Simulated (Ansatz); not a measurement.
Consider the redistribution: `[CH3][GeH]([CH3])[Cl]` + `C=C([SiH3])NC` → `[CH3][Ge]([CH3])([CH3])[Cl]` + `C=C(N)[SiH3]`.

Program: Ansatz. Geometries: PBE0-D4/def2-TZVP. ΔE: electronic, gas phase. CCSD(T)/CBS is the MP2 limit (def2-TZVPP, def2-QZVPP) plus CCSD(T) − MP2 in def2-TZVPP, frozen cores. Functionals use def2-TZVPP. For Ge outer-core shells are correlated without core-valence functions, which leaves a few kJ/mol of doubt a bond. Scalar relativity is left out up to krypton. One conformer a species, not always the lowest.

`[CH3][GeH]([CH3])[Cl]`:

Cartesian coordinates in Å:
```
C -1.002 -1.193 0.594
Ge -0.306 0.582 0.221
C 1.208 0.573 -0.996
Cl 0.415 1.380 2.109
H -0.205 -1.827 0.986
H -1.395 -1.641 -0.320
H -1.802 -1.135 1.332
H -1.411 1.551 -0.239
H 1.996 -0.069 -0.600
H 0.901 0.196 -1.973
H 1.601 1.583 -1.114
```

`C=C([SiH3])NC`:

Cartesian coordinates in Å:
```
C 1.297 1.190 -0.992
C 0.378 0.391 -0.426
Si 0.680 -1.461 -0.499
N -0.792 0.865 0.133
C -1.454 0.147 1.193
H 1.195 2.273 -0.990
H 2.161 0.779 -1.495
H -0.467 -2.171 -1.130
H 1.909 -1.686 -1.296
H 0.865 -2.039 0.860
H -0.819 1.869 0.237
H -2.431 0.596 1.379
H -0.893 0.132 2.138
H -1.630 -0.888 0.889
```

`[CH3][Ge]([CH3])([CH3])[Cl]`:

Z-matrix (Å, degrees):
```
C
Ge 1 1.945
H 1 1.090 2 110.1
H 1 1.090 2 110.1 3 -119.9
H 1 1.092 2 110.1 3 120.0
C 2 1.945 1 112.7 3 175.5
C 2 1.945 1 112.7 3 -55.6
Cl 2 2.182 1 106.0 3 60.0
H 6 1.090 2 110.1 1 -175.6
H 6 1.090 2 110.1 1 -55.7
H 6 1.092 2 110.1 1 64.4
H 7 1.092 2 110.1 1 -64.5
H 7 1.090 2 110.1 1 175.4
H 7 1.090 2 110.1 1 55.5
```

`C=C(N)[SiH3]`:

Z-matrix (Å, degrees):
```
Si
C 1 1.873
H 1 1.491 2 109.5
H 1 1.487 2 111.1 3 118.3
H 1 1.483 2 109.2 3 -120.2
N 2 1.386 1 116.8 3 -53.8
C 2 1.339 1 119.2 3 130.9
H 6 1.007 2 116.5 1 34.0
H 6 1.009 2 115.9 1 169.6
H 7 1.081 2 120.9 1 -0.8
H 7 1.088 2 122.0 1 178.2
```

```tsv
species	B2PLYP energy (Eh)
`[CH3][GeH]([CH3])[Cl]`	-2617.15666
`C=C([SiH3])NC`	-463.73843
`[CH3][Ge]([CH3])([CH3])[Cl]`	-2656.46075
`C=C(N)[SiH3]`	-424.46116
```

Task: Work out ΔE.

Result: ΔE = (-2656.46075) + (-424.46116) − (-2617.15666) − (-463.73843) = -0.02682 Eh = -16.8 kcal/mol. CCSD(T)/CBS gives -17.4 kcal/mol.

Largest T1 diagnostic among the species: 0.012.

In def2-TZVPP, CCSD(T) changes the Hartree–Fock value by −1.5 kcal/mol (the triples alone add +0.0 kcal/mol) and MP2 by −2.6 kcal/mol.
